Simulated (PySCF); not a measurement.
**Worked example: chemical shift, span and skew from a shielding tensor**

H3NSSe, SMILES N[Se]S. Atoms are numbered in the order given.

```xyz
6

Se     0.5948     0.1053     0.1616
N      0.4302    -1.7359     0.1165
H      0.5805    -2.1503     1.0261
H      1.0281    -2.1516    -0.5845
S     -1.4271     0.7568    -0.4686
H     -2.0098     0.7637     0.7452
```

Coordinates come from a B3LYP-D3(BJ)/def2-TZVP optimisation. The values are those of a single conformer.

GIAO shieldings from PySCF with PBE0/pcSseg-2, non-relativistic, no solvent. The symmetric part of the tensor of Se1 has the principal values 345.4, 952.3, 1520.2 ppm. The same nucleus in Me2Se has σ = 1739.2 ppm at this level (PySCF, at its B3LYP-D3(BJ)/def2-TZVP geometry).

Problem. Work out the isotropic shielding, the ⁷⁷Se shift against Me2Se, the span and the skew.

Solution. 
σ(iso) = (σ11 + σ22 + σ33)/3 = 939.3 ppm. δ = σ(ref) − σ(iso) = 1739.2 − (939.3) = 799.9 ppm.
Span Ω = σ33 − σ11 = 1174.8 ppm. Skew κ = 3(σ(iso) − σ22)/Ω = -0.03. Tumbling in solution averages the tensor to δ; in a static solid the shielding alone would spread this spin-1/2 line over Ω.
